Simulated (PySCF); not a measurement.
Input for PySCF: D3(BJ) and D4 dispersion corrections on SO2 (SMILES O=S=O).

```python
from pyscf import gto
from pyscf.dispersion import dftd3, dftd4

mol = gto.M(
    atom='''
    S    -0.00000000   -0.00000000    0.48775336
    O     0.00000000    1.23858797   -0.24382668
    O     0.00000000   -1.23858797   -0.24382668
    ''',
    basis='def2-svp',
    charge=0, spin=0, verbose=0, max_memory=1800)
d3, d4 = {}, {}
for xc in ['hf', 'pbe', 'blyp', 'revpbe', 'tpss', 'r2scan', 'b3lyp', 'pbe0', 'bhlyp', 'camb3lyp', 'b2plyp']:
    d3[xc] = float(dftd3.DFTD3Dispersion(mol, xc=xc, version='d3bj', atm=False).get_dispersion()['energy'])
    print(f'D3(BJ) {xc:10s} {d3[xc]:14.8f} Eh')
for xc in ['hf', 'pbe', 'blyp', 'revpbe', 'tpss', 'r2scan', 'b3lyp', 'pbe0', 'bhlyp', 'camb3lyp', 'b2plyp']:
    d4[xc] = float(dftd4.DFTD4Dispersion(mol, xc={'camb3lyp': 'cam-b3lyp'}.get(xc, xc), atm=True).get_dispersion()['energy'])
    print(f'D4     {xc:10s} {d4[xc]:14.8f} Eh')
```

Output:

```
D3(BJ) hf            -0.01564469 Eh
D3(BJ) pbe           -0.00137628 Eh
D3(BJ) blyp          -0.00310293 Eh
D3(BJ) revpbe        -0.00363445 Eh
D3(BJ) tpss          -0.00173460 Eh
D3(BJ) r2scan        -0.00033423 Eh
D3(BJ) b3lyp         -0.00253710 Eh
D3(BJ) pbe0          -0.00117111 Eh
D3(BJ) bhlyp         -0.00204744 Eh
D3(BJ) camb3lyp      -0.00105243 Eh
D3(BJ) b2plyp        -0.00118122 Eh
D4     hf            -0.00666338 Eh
D4     pbe           -0.00160617 Eh
D4     blyp          -0.00373726 Eh
D4     revpbe        -0.00562155 Eh
D4     tpss          -0.00218411 Eh
D4     r2scan        -0.00034768 Eh
D4     b3lyp         -0.00263689 Eh
D4     pbe0          -0.00131460 Eh
D4     bhlyp         -0.00190771 Eh
D4     camb3lyp      -0.00131174 Eh
D4     b2plyp        -0.00109909 Eh
```

The run finished.

Cost: about 0.04 core-seconds (a rough figure).
